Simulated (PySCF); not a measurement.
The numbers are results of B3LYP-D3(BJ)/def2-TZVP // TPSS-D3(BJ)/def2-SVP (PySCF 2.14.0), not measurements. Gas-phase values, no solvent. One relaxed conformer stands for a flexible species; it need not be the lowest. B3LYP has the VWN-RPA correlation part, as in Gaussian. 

Reference species: [Zr(Cl)4] (neutral, multiplicity 1).

```json
{
  "LUMO": "-3.00 eV",
  "coordination_number": "4",
  "HOMO–LUMO gap": "6.44 eV",
  "mean_distance_from_the_central_atom_to_its_bonded_neighbours": "2.337 Å"
}
```

After one change: the LUMO rises by 0.49 eV; the coordination number is nearly the same; the HOMO–LUMO gap decreases by 0.81 eV; the mean distance from the central atom to its bonded neighbours decreases by 0.065 Å.

What was changed between the two runs? The new species is one of these.
A. [Zr(NH2)4]
B. [Zr(Cl)(NH2)3]
C. [Zr(Cl)2(NH2)2]
D. [Zr(Cl)3(NH2)]

D, [Zr(Cl)3(NH2)]
